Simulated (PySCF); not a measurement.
GeFCl3, SMILES [F][Ge]([Cl])([Cl])[Cl].

The structure is a stationary point at B3LYP-D3(BJ)/def2-SVP.

Two levels are set side by side: PBE/def2-TZVP (PySCF) and ωB97X/def2-TZVP (PySCF). Same geometry, gas phase. Differences are taken from unrounded values.

| quantity | PBE |
|---|---|
| orbital gap (eV) | 4.96 |
| highest occupied level (eV) | -8.34 |
| lowest empty level (eV) | -3.38 |
| dipole moment (D) | 0.83 |
| mean polarisability (bohr³) | 64.0 |

Problem. These are the PBE values. What does ωB97X give? (Estimate from the structure and the level; the computed values follow.)

Solution. 
```csv
quantity,ωB97X,PBE minus ωB97X
orbital gap (eV),12.03,-7.07
highest occupied level (eV),-12.29,3.95
lowest empty level (eV),-0.26,-3.13
dipole moment (D),0.90,-0.06
mean polarisability (bohr³),60.6,3.4
```

Without exact exchange PBE keeps part of each electron's self-repulsion, which lifts occupied levels and narrows the gap. Loosely held outer electrons make PBE densities more polarisable. Differences between two approximate levels are no errors against the true value.

Rough cost on one machine, each run with all the roots and properties that it gave: ωB97X against PBE within a factor of 2.
